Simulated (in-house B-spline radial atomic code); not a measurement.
Settings and results of a run for Co VIII (Co7+). Computed with a radial B-spline atomic code at the basis-set limit: Dirac-Kohn-Sham B97-1, spherical fractional occupations, Fermi nucleus of rms radius 3.7875 fm.

Command:
```bash
python run_scf.py task.json out
```
Settings (nuclear radius in fm, mass in u):
```
Z                27
configuration    [Ar] 3d2
hamiltonian      dirac
method           b97_1
spin_polarised   False
nucleus          fermi
rms_radius       3.7875
atomic_mass      58.93319
speed_of_light   137.035999084
```

Output (hartree, bohr):
```
 radial grid: 65 intervals, B-splines of order 8, outer radius 8.961 bohr

 iter        energy (Eh)    residual
    1       -1366.642154    7.94e-01
    2       -1375.966457    3.42e-01
    3       -1377.426782    1.16e-01
    4       -1377.593405    4.17e-02
    5       -1377.608786    1.28e-02
    6       -1377.611696    3.61e-04
    7       -1377.611698    2.88e-05
    8       -1377.611698    4.01e-07
    9       -1377.611698    1.22e-09

 total energy                     -1377.61170
 kinetic                            1398.7280
 electron-nucleus                  -3192.7466
 Hartree                             471.1722
 exact exchange                      -11.1579
 exchange-correlation                -43.6074

 first-order corrections (not in the total)
   Gaunt                             0.5858
   retardation                      -0.0523
   frequency dependence             -0.0015
   self-energy                       0.3894
   Uehling                          -0.0336
   Wichmann-Kroll                    0.0002
   recoil                            0.0099

 orbital      occ     eigenvalue          <r>       <r^2>       <1/r>     <1/r^2>       <r^4>       r_max    small
 1s1/2      2.000      -285.9633    0.0561932  0.00424746     27.0305     1500.18 4.64376e-05     0.03678  9.45e-03
 2s1/2      2.000       -39.2405      0.25471   0.0766013     5.84966     145.286   0.0102111      0.2131  1.76e-03
 2p1/2      2.000       -34.7518     0.222519   0.0608491      5.7889     47.0544  0.00750766      0.1704  1.74e-03
 2p3/2      4.000       -34.2059     0.225608   0.0624158     5.67839     44.2325  0.00786066       0.173  1.71e-03
 3s1/2      2.000        -9.0237     0.728483    0.606771     1.95421     24.5981    0.567001       0.651  4.37e-04
 3p1/2      2.000        -7.6138     0.740231    0.635806     1.85598     7.73935    0.653012      0.6484  4.03e-04
 3p3/2      4.000        -7.5311     0.747051    0.647302     1.83228     7.31157     0.67599      0.6547  3.98e-04
 3d3/2      0.800        -5.1403     0.757103     0.68634     1.62759     3.38891    0.887183      0.5943  3.21e-04
 3d5/2      1.200        -5.1287      0.75912    0.689786     1.62232     3.36263    0.895355       0.596  3.20e-04
```

Time taken, with all properties: 1.7 s on 1 thread of Arm Neoverse V1, on a shared host.

For the Dirac Hamiltonian the kinetic term is c α·p + (β - 1)c².

Caution: exact exchange at fractional occupations of open shells leaves self-interaction of up to several eV.
